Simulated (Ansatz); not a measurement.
A single point on C3H5AlO2, SMILES `C#CO[CH2][AlH][OH]`.

```yaml
crystal:
  periodic: [false, false, false]
  atoms:
    - {symbol: C, position_ang: [-0.563520, 1.297585, 1.251226]}
    - {symbol: C, position_ang: [-1.148889, 0.276828, 0.949953]}
    - {symbol: O, position_ang: [-1.595370, -0.814132, 0.475286]}
    - {symbol: C, position_ang: [-0.683671, -1.124021, -0.691374]}
    - {symbol: Al, position_ang: [0.680151, 0.389511, -0.601632]}
    - {symbol: O, position_ang: [2.227071, 0.048173, 0.027937]}
    - {symbol: H, position_ang: [-0.214423, 2.220121, 1.652659]}
    - {symbol: H, position_ang: [-1.339407, -1.150178, -1.563129]}
    - {symbol: H, position_ang: [-0.322603, -2.135561, -0.498652]}
    - {symbol: H, position_ang: [0.608214, 1.589033, -1.626844]}
    - {symbol: H, position_ang: [2.417748, -0.654459, 0.645269]}
basis:
  gaussian: {orbitals: def2-TZVPP}
hamiltonian: {xc: pbe}
correlation: {method: rpa}
```

```sh
$ ansatz run in.yaml --threads 4 --pin off --events-out ev --progress --plain
```

It prints (some lines left out):

```
Functional definition: PBE
1620 factors; integrals over basis functions are off by at most 1.3e-3 eV
mean field evaluation 1: about -13856.9769 eV, gradient 9.2e1 eV
mean field evaluation 2: about -13856.9687 eV, gradient 9.2e1 eV
mean field evaluation 4: about -13867.6805 eV, gradient 5.0e1 eV
mean field evaluation 8: about -13873.1322 eV, gradient 1.1e0 eV
mean field evaluation 16: about -13873.1339 eV, gradient 4.3e-4 eV
mean field -13873.13389752 eV, -509.8282671861 hartree, gradient 7.4e-6 eV, S^2 0.000000; 1 other end points of the search recorded, 0 dependent functions left out
10 core orbitals not correlated: weight in the atoms' cores, before any rotation towards them, 1.000 or more for the frozen orbitals, at most 0.000 for the correlated occupied ones
reference -13827.80262142 eV, -508.1623735158 hartree; 16, 16 occupied and 241, 241 virtual orbitals, 1620 factors
Total energy: -13872.10911470 eV, -509.7906071121 hartree
```

It took 5.5 s on 4 threads of a server CPU on a shared host, with 0.69 GiB of host memory at the peak.
